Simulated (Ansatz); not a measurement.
Steps of a relaxation of H$_{7}$OPSi$_{2}$ (`O[SiH]([SiH3])P`) with RKS PBE0-D4/def2-TZVP.

```sh
$ ansatz run in.yaml --threads 4 --pin off --events-out ev --progress --plain --max-ram 10444MiB
```

```yaml
crystal:
  periodic: [false, false, false]
  atoms:
    - {symbol: O, position_ang: [-0.813776, 1.771725, -0.906641]}
    - {symbol: Si, position_ang: [-0.491327, 0.601473, 0.268358]}
    - {symbol: Si, position_ang: [1.716236, -0.096892, -0.108033]}
    - {symbol: P, position_ang: [-1.985341, -1.130190, 0.135797]}
    - {symbol: H, position_ang: [-1.707619, 2.157480, -0.863714]}
    - {symbol: H, position_ang: [-0.656901, 1.145659, 1.671763]}
    - {symbol: H, position_ang: [2.715461, 1.026038, -0.012178]}
    - {symbol: H, position_ang: [1.810479, -0.725542, -1.473291]}
    - {symbol: H, position_ang: [2.061979, -1.140494, 0.923164]}
    - {symbol: H, position_ang: [-1.229216, -1.854928, -0.854733]}
    - {symbol: H, position_ang: [-1.354575, -1.811229, 1.240108]}
basis:
  gaussian: {orbitals: def2-TZVP}
hamiltonian: {xc: pbe0, dispersion: d4}
relax: {f_tol: 0.005, max_steps: 150}
```

Positions (Å) and forces (eV/Å) along the path, 10 of 10 steps:

```xyz
11
step=1 energy=-27195.7106 eV
O    -0.814    1.772   -0.907   -0.552   -0.359    0.744
Si   -0.491    0.601    0.268   -0.189    0.384   -0.351
Si    1.716   -0.097   -0.108    0.193   -0.095   -0.040
P    -1.985   -1.130    0.136    0.611   -0.128    0.032
H    -1.708    2.157   -0.864    0.659   -0.269   -0.061
H    -0.657    1.146    1.672    0.002   -0.076   -0.348
H     2.715    1.026   -0.012   -0.225   -0.231   -0.020
H     1.810   -0.726   -1.473   -0.014    0.134    0.288
H     2.062   -1.140    0.923   -0.077    0.223   -0.216
H    -1.229   -1.855   -0.855   -0.225    0.215    0.276
H    -1.355   -1.811    1.240   -0.183    0.202   -0.305
11
step=2 energy=-27195.7507 eV
O    -0.838    1.752   -0.889   -0.028   -0.283    0.415
Si   -0.472    0.596    0.268   -0.315    0.355   -0.341
Si    1.722   -0.108   -0.107    0.088   -0.002   -0.017
P    -1.969   -1.099    0.127    0.259   -0.074    0.048
H    -1.733    2.107   -0.842    0.211   -0.065   -0.041
H    -0.657    1.148    1.648    0.053   -0.031   -0.067
H     2.706    1.009   -0.009   -0.045   -0.059   -0.007
H     1.821   -0.732   -1.459   -0.011    0.036    0.070
H     2.060   -1.140    0.918   -0.027    0.061   -0.050
H    -1.226   -1.817   -0.858   -0.092    0.047    0.095
H    -1.349   -1.773    1.224   -0.092    0.014   -0.105
11
step=3 energy=-27195.7582 eV
O    -0.800    1.754   -0.874   -0.025   -0.221    0.162
Si   -0.482    0.588    0.269    0.115    0.203   -0.167
Si    1.713   -0.094   -0.113   -0.032   -0.009    0.040
P    -1.962   -1.108    0.137   -0.092   -0.029   -0.020
H    -1.688    2.112   -0.856   -0.063    0.086   -0.063
H    -0.655    1.142    1.641   -0.011   -0.009    0.076
H     2.690    1.020   -0.017    0.036    0.050    0.005
H     1.810   -0.713   -1.458    0.006   -0.030   -0.058
H     2.048   -1.117    0.909    0.044   -0.055    0.039
H    -1.240   -1.836   -0.843    0.010   -0.010   -0.040
H    -1.371   -1.805    1.225    0.012    0.024    0.026
11
step=4 energy=-27195.7614 eV
O    -0.816    1.749   -0.877   -0.014   -0.138    0.140
Si   -0.478    0.593    0.266    0.018    0.121   -0.120
Si    1.719   -0.098   -0.109   -0.009   -0.001    0.008
P    -1.964   -1.102    0.133   -0.021   -0.010    0.007
H    -1.706    2.106   -0.851   -0.003    0.046   -0.054
H    -0.650    1.144    1.643    0.001   -0.012    0.031
H     2.697    1.017   -0.013    0.014    0.018    0.001
H     1.816   -0.719   -1.456    0.005   -0.009   -0.020
H     2.059   -1.125    0.912    0.010   -0.014    0.014
H    -1.243   -1.830   -0.850    0.002   -0.002   -0.010
H    -1.369   -1.793    1.223   -0.004    0.001    0.004
11
step=5 energy=-27195.7629 eV
O    -0.818    1.746   -0.869    0.087   -0.091    0.032
Si   -0.479    0.591    0.269   -0.045    0.096   -0.046
Si    1.718   -0.097   -0.108    0.011   -0.009   -0.009
P    -1.967   -1.106    0.139   -0.005    0.018    0.002
H    -1.700    2.117   -0.875   -0.065    0.020    0.008
H    -0.644    1.138    1.650   -0.002   -0.019    0.014
H     2.693    1.021   -0.013    0.006    0.011    0.002
H     1.817   -0.717   -1.456    0.004   -0.006   -0.009
H     2.063   -1.124    0.913    0.005   -0.005    0.007
H    -1.252   -1.828   -0.852    0.003   -0.009   -0.005
H    -1.364   -1.799    1.223    0.000   -0.007    0.004
11
step=6 energy=-27195.7633 eV
O    -0.818    1.743   -0.871    0.016   -0.010    0.005
Si   -0.479    0.593    0.270   -0.009    0.011   -0.010
Si    1.720   -0.097   -0.108    0.002   -0.003   -0.001
P    -1.968   -1.103    0.139    0.001    0.005    0.001
H    -1.702    2.115   -0.874   -0.011    0.002    0.001
H    -0.646    1.136    1.652    0.002   -0.006    0.001
H     2.695    1.022   -0.013    0.001    0.002    0.000
H     1.820   -0.717   -1.457    0.000    0.001    0.001
H     2.065   -1.123    0.912    0.001    0.002    0.001
H    -1.254   -1.827   -0.852   -0.001   -0.002   -0.001
H    -1.368   -1.799    1.223   -0.002   -0.002    0.002
11
step=7 energy=-27195.7633 eV
O    -0.818    1.743   -0.871   -0.001    0.004   -0.002
Si   -0.479    0.593    0.269    0.002   -0.006    0.002
Si    1.721   -0.096   -0.109   -0.001    0.000   -0.001
P    -1.969   -1.102    0.139   -0.001    0.003   -0.001
H    -1.702    2.114   -0.874    0.001   -0.002    0.000
H    -0.645    1.134    1.652    0.001   -0.001    0.001
H     2.696    1.023   -0.013   -0.001    0.001   -0.001
H     1.821   -0.717   -1.457    0.001    0.000    0.001
H     2.067   -1.122    0.913    0.000    0.002    0.000
H    -1.256   -1.828   -0.852   -0.001   -0.001    0.001
H    -1.370   -1.799    1.224   -0.001    0.000    0.000
11
step=8 energy=-27195.7633 eV
O    -0.817    1.743   -0.870   -0.009    0.010   -0.005
Si   -0.478    0.592    0.269    0.007   -0.013    0.004
Si    1.722   -0.096   -0.109   -0.002    0.002    0.000
P    -1.970   -1.101    0.139   -0.002    0.002   -0.001
H    -1.702    2.113   -0.875    0.006   -0.003   -0.001
H    -0.643    1.131    1.653    0.000    0.001    0.001
H     2.695    1.025   -0.014   -0.001    0.001    0.000
H     1.824   -0.716   -1.457    0.001   -0.001    0.000
H     2.069   -1.121    0.913    0.001    0.000    0.000
H    -1.259   -1.829   -0.852    0.001    0.001    0.000
H    -1.373   -1.798    1.224   -0.001    0.000    0.000
11
step=9 energy=-27195.7633 eV
O    -0.815    1.744   -0.868   -0.007    0.005   -0.004
Si   -0.477    0.590    0.268   -0.003   -0.007    0.012
Si    1.724   -0.095   -0.110   -0.001    0.003    0.001
P    -1.973   -1.099    0.138    0.003    0.000   -0.008
H    -1.702    2.110   -0.875    0.006   -0.002    0.000
H    -0.641    1.125    1.653    0.004    0.005    0.001
H     2.693    1.029   -0.016   -0.001    0.000   -0.001
H     1.829   -0.718   -1.457    0.000   -0.001   -0.001
H     2.073   -1.117    0.914    0.000   -0.001    0.001
H    -1.263   -1.829   -0.851   -0.003   -0.004   -0.001
H    -1.381   -1.797    1.225    0.001    0.001    0.000
11
step=10 energy=-27195.7634 eV
O    -0.815    1.744   -0.867   -0.004    0.003    0.000
Si   -0.477    0.589    0.269    0.004   -0.003    0.000
Si    1.724   -0.095   -0.110    0.001    0.001   -0.001
P    -1.975   -1.098    0.136   -0.001   -0.001    0.002
H    -1.701    2.109   -0.875    0.003    0.000    0.000
H    -0.638    1.125    1.654   -0.004    0.000    0.000
H     2.691    1.031   -0.017    0.000    0.000   -0.001
H     1.830   -0.718   -1.457    0.000    0.000   -0.001
H     2.077   -1.115    0.915    0.000   -0.001    0.001
H    -1.266   -1.832   -0.852    0.002    0.002    0.000
H    -1.385   -1.796    1.224   -0.001   -0.001    0.000
```

It took 27 s on 4 threads of an Arm Neoverse V2 on a shared host, with 0.47 GiB of host memory at the peak.
